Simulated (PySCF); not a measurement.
## Ionisation energy along the 20-electron series

Calculated with PySCF 2.14 and a two-component X2C-1e Hamiltonian (Gaussian nucleus, no Breit or QED terms), each ion in its own even-tempered basis scaled to its charge; GMP2 freezes [Ne] and drops the highest virtual spinors. Values in eV. NIST values: (m) measured, (s) semi-empirical, (t) theoretical.

| ion | configuration | GHF (spin-free) | GMP2 (spin-free) | GHF (screened spin-orbit) | GMP2 (screened spin-orbit) | NIST |
| --- | --- | --- | --- | --- | --- | --- |
| Os⁵⁶⁺ | [Ar] 3d2 | 5531.1 | 5530.6 | 5577.7 | 5577.4 | 5575 ± 5 (t) |
| Ir⁵⁷⁺ | [Ar] 3d2 | 5718.7 | 5718.2 | 5768.5 | 5768.2 | 5765 ± 6 (t) |
| Pt⁵⁸⁺ | [Ar] 3d2 | 5909.5 | 5908.9 | 5962.5 | 5962.3 | 5959 ± 6 (t) |

Between Z = 76 and Z = 78 the GMP2 (screened spin-orbit) value grows as Z to the power 2.57.
